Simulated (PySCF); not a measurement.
[(1R,2S)-2-fluorocyclopropyl]methanol (C4H7FO), SMILES C1[C@H](F)[C@H]1CO.

Geometry optimised at PBE-D3(BJ)/def2-SVP. Other conformers were not sampled.

All values below come from TDA-LC-ωPBE/def2-SVPD run with PySCF 2.14.0.

Vertical excitations. Gas-phase values at a fixed geometry.

Computed lowest excited states:
```
state  energy (eV)  λ (nm)      f                                                                   main pairs
-----  -----------  ------  -----  ---------------------------------------------------------------------------
S1            7.60     163  0.008                                             HOMO→LUMO 63 %, HOMO−2→LUMO 18 %
S2            8.58     145  0.002        HOMO→LUMO+1 41 %, HOMO→LUMO+4 9 %, HOMO−1→LUMO 7 %, HOMO−2→LUMO+1 7 %
S3            8.81     141  0.021                        HOMO−1→LUMO 45 %, HOMO−1→LUMO+1 11 %, HOMO→LUMO+1 7 %
S4            8.99     138  0.015          HOMO→LUMO+1 31 %, HOMO→LUMO+4 27 %, HOMO−2→LUMO 10 %, HOMO→LUMO 7 %
S5            9.11     136  0.019     HOMO−1→LUMO+1 43 %, HOMO−1→LUMO 15 %, HOMO−3→LUMO 10 %, HOMO→LUMO+3 10 %
S6            9.28     134  0.051                                           HOMO→LUMO+2 60 %, HOMO−2→LUMO 13 %
S7            9.30     133  0.018                       HOMO→LUMO+3 37 %, HOMO−2→LUMO+1 19 %, HOMO−3→LUMO 11 %
S8            9.44     131  0.022  HOMO−1→LUMO+3 23 %, HOMO−3→LUMO 18 %, HOMO−1→LUMO+1 16 %, HOMO−2→LUMO+1 7 %
S9            9.66     128  0.006  HOMO−1→LUMO+2 23 %, HOMO→LUMO+6 10 %, HOMO−1→LUMO+3 10 %, HOMO−1→LUMO+4 8 %
S10           9.73     127  0.025                        HOMO−1→LUMO+2 41 %, HOMO→LUMO+5 10 %, HOMO−3→LUMO 9 %
T1            7.17     173      0                                             HOMO→LUMO 55 %, HOMO−2→LUMO 19 %
T2            8.16     152      0     HOMO→LUMO+1 21 %, HOMO→LUMO+4 15 %, HOMO−2→LUMO+1 6 %, HOMO−2→LUMO+4 6 %
T3            8.47     146      0                                                             HOMO−1→LUMO 47 %
T4            8.64     144      0     HOMO→LUMO+1 26 %, HOMO−1→LUMO+1 18 %, HOMO→LUMO+4 6 %, HOMO−1→LUMO+3 5 %
```
Triplets are in the Tamm–Dancoff approximation.
